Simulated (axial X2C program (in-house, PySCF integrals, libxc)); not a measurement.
## Curves of InH⁺ by EOM-IP-CCSD

Calculated with an in-house all-electron X2C program for linear molecules (integrals from PySCF): two-component X2C with atomic mean-field Coulomb and Gaunt terms, Gaussian nuclei, basis In dyall-cv3z, H dyall-v3z with contracted cores.

Energies in eV from the lowest point of the lowest state; states are followed by energy order within each Ω. Reference: InH, 14 electrons correlated in 94 virtual spinors with an MP2 remainder; levels at this size can be off by some tenths of an eV. Masses 114.904 and 1.008 u.

| R (Å) | (1)Ω=1/2 | (2)Ω=1/2 |
| --- | --- | --- |
| 1.702 | 0.0540 | 5.0840 |
| 1.776 | 0.0086 | 4.7767 |
| 1.850 | 0.0000 | 4.5480 |
| 1.933 | 0.0155 | 4.3730 |
| 2.017 | 0.0430 | 4.2738 |
| 2.127 | 0.0778 | 4.2197 |

Task: Fit the curves (1)Ω=1/2 near their minima.

Result: At EOM-IP-CCSD from InH (the fit fixes ωe to about one per cent; ωe of higher roots by this method can be off by ten per cent):

| state | Te (cm⁻¹) | Re (Å) | ωe (cm⁻¹) |
| --- | --- | --- | --- |
| (1)Ω=1/2 | 0 | 1.836 | 1095.0 |

For InH at CCSD, and between the minima:

Re = 1.840 Å, ωe = 1469.5 cm⁻¹; removing the electron costs 8.093 eV without zero-point terms.

No minimum in range: (2)Ω=1/2; the order of states may turn beyond it. T1 of the reference reaches 0.016 (Lee–Taylor). Curves followed by order can swap character. Number of frozen shells: In 4 s, 3 p, 1 d; H none. Roots with under 60 % one-particle weight at any point are counted in the labels but not shown, and the list ends where the roots sought for some Ω run out; states that need a further excitation are missing and may lie low or lowest. Curves with a minimum but no constants failed the fit check.
